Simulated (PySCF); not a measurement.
# K⁺ (potassium, charge +1) across methods

[Ar], closed-shell 1S. All numbers are calculated (PySCF 2.14, scalar relativity by spin-free X2C-1e, in x2c-TZVPPall (6s4p3d, 33 functions)).

```json
{"method": "PBE0", "E (hartree)": "-601.887", "mean ε 2p (eV)": "-294.82", "mean ε 3s (eV)": "-44.833", "mean ε 3p (eV)": "-26.905", "Σ⟨r²⟩ (bohr²)": "19.42", "⟨S²⟩": "0.000"}
{"method": "LDA", "E (hartree)": "-600.297", "mean ε 2p (eV)": "-286.18", "mean ε 3s (eV)": "-41.345", "mean ε 3p (eV)": "-24.947", "Σ⟨r²⟩ (bohr²)": "19.49", "⟨S²⟩": "0.000"}
{"method": "PBE", "E (hartree)": "-601.841", "mean ε 2p (eV)": "-286.26", "mean ε 3s (eV)": "-41.434", "mean ε 3p (eV)": "-24.869", "Σ⟨r²⟩ (bohr²)": "19.46", "⟨S²⟩": "0.000"}
{"method": "r2SCANh", "E (hartree)": "-602.021", "mean ε 2p (eV)": "-293.04", "mean ε 3s (eV)": "-43.973", "mean ε 3p (eV)": "-26.198", "Σ⟨r²⟩ (bohr²)": "19.42", "⟨S²⟩": "0.000"}
{"method": "LC-wPBE", "E (hartree)": "-601.920", "mean ε 2p (eV)": "-292.06", "mean ε 3s (eV)": "-47.621", "mean ε 3p (eV)": "-29.919", "Σ⟨r²⟩ (bohr²)": "19.41", "⟨S²⟩": "0.000"}
{"method": "UHF", "E (hartree)": "-601.30155", "mean ε 2p (eV)": "-319.53", "mean ε 3s (eV)": "-53.797", "mean ε 3p (eV)": "-31.847", "Σ⟨r²⟩ (bohr²)": "19.52", "⟨S²⟩": "0.000"}
{"method": "wB97X", "E (hartree)": "-602.067", "mean ε 2p (eV)": "-295.48", "mean ε 3s (eV)": "-47.416", "mean ε 3p (eV)": "-29.471", "Σ⟨r²⟩ (bohr²)": "19.38", "⟨S²⟩": "0.000"}
{"method": "PW91", "E (hartree)": "-602.048", "mean ε 2p (eV)": "-286.59", "mean ε 3s (eV)": "-41.483", "mean ε 3p (eV)": "-24.933", "Σ⟨r²⟩ (bohr²)": "19.44", "⟨S²⟩": "0.000"}
```

(1) Estimate the same row for r2SCAN.

Results:

(1) E (hartree) = -602.022; mean ε 2p (eV) = -290.01; mean ε 3s (eV) = -42.809; mean ε 3p (eV) = -25.468; Σ⟨r²⟩ (bohr²) = 19.42; ⟨S²⟩ = 0.000.
